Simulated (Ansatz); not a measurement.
`[CH3][Al]([SH])[SH]`. Charge 0, multiplicity 1. The geometry is a stationary point of PBE0-D4/def2-TZVP. It is one conformer, not always the lowest.

```xyz
9

C    -0.903    0.089    0.840
Al    0.509   -0.051   -0.489
S     2.614    0.270    0.001
S     0.157   -0.544   -2.587
H    -0.867    1.060    1.343
H    -0.782   -0.679    1.610
H    -1.896   -0.028    0.401
H     2.340    0.524    1.292
H    -1.172   -0.641   -2.410
```

(1) What is the dipole moment at ωB97M-V/def2-TZVPP? (An estimate is asked.)

(2) And with PBE, r2SCAN, B3LYP? (Estimate.)

(3) Give the Mulliken charges with ωB97M-V, PBE, r2SCAN in def2-TZVPP. (Estimate.)

Results:

(1) Ansatz gave: 2.63 D, with components (-1.94, 0.19, 1.77) D in this frame, pointing from negative to positive charge.

(2) Computed: PBE 2.57 D, r2SCAN 2.69 D, B3LYP 2.60 D.

(3) Ansatz gave: 
```csv
atom,ωB97M-V,PBE,r2SCAN
C1,-0.50,-0.42,-0.38
Al2,0.46,0.41,0.51
S3,-0.26,-0.27,-0.28
S4,-0.26,-0.26,-0.28
H5,0.12,0.11,0.08
H6,0.12,0.11,0.08
H7,0.11,0.10,0.07
H8,0.11,0.11,0.10
H9,0.11,0.11,0.11
```

B3LYP here is the variant with VWN-RPA as its local correlation; programs differ in this.
